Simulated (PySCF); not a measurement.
**Electron correlation in Ni²⁺ (nickel, charge +2)**

[Ar] 3d7 4p1, one real determinant (an excited configuration). Computed with PySCF 2.14 in def2-TZVPPD (6s6p4d2f1g, 67 functions), with the non-relativistic Hamiltonian (point nucleus). Frozen: [Ar]; 8 electrons correlated.

| level | correlation energy (mhartree) |
| --- | --- |
| CCSD | -183.65 |
| (T) | -2.92 |
| CCSD(T) | -186.57 |

Diagnostics: T1 = 0.0080, D1 = 0.0212, largest double amplitude 0.036.

The real determinant used has ⟨L²⟩ near 14 against 20 for a pure G term, so it mixes terms.

Cost of the coupled-cluster step: about 16 core-seconds, for 8 correlated electrons.

The reference is one real determinant that mixes LS terms of this configuration.
